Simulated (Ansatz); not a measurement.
Ansatz (a first-principles code) input (RI-MP2/aug-cc-pVTZ):
A basis named .json is the Basis Set Exchange file of that set.

Ansatz 0.2 input:
```yaml
crystal:
  periodic: [false, false, false]
  atoms:
    - {symbol: F, position_ang: [0.01084482, 0.04138623, 2.10541057]}
    - {symbol: Ge, position_ang: [0.00193961, 0.00740199, 0.37655602]}
    - {symbol: Br, position_ang: [-1.14194764, -1.87086873, -0.25268769]}
    - {symbol: Br, position_ang: [2.18427748, -0.06089507, -0.30539964]}
    - {symbol: Br, position_ang: [-1.04689187, 1.91435408, -0.32758375]}
basis:
  gaussian:
    orbitals: aug-cc-pVTZ
    fitting: {mean_field: def2-universal-jkfit, correlation: aug-cc-pVTZ-RIFIT.json}
magnetization: {spin_polarized: false}
correlation: {method: mp2, electrons: outside_noble_gas}
```

Output:

```
Functional definition: HF
integrals: 0.67 GiB planned
1141 factors; integrals over basis functions are off by at most 8.9e-1 eV
0.91 GiB of device memory are held for the factors and their scratch space
mean field: 2.52 GiB planned
mean field evaluation 1: about -269185.0775 eV, gradient 3.4e1 eV
mean field evaluation 2: about -269186.3959 eV, gradient 2.6e1 eV
mean field evaluation 4: about -269187.4574 eV, gradient 6.4e-1 eV
mean field evaluation 8: about -269187.4618 eV, gradient 1.8e-6 eV
mean field -269187.46176611 eV, -9892.4567580897 hartree, gradient 1.8e-6 eV, S^2 0.000000; 0 other end points of the search recorded, 0 dependent functions left out
57 core orbitals not correlated
870 factors; their error is unknown
reference -269187.46176611 eV, -9892.4567580897 hartree; 16, 16 occupied and 209, 209 virtual orbitals, 870 factors
second order -23.30739723 eV of doubles, -0.00000000 eV of singles
Total energy: -269210.76916334 eV, -9893.3132891395 hartree
```
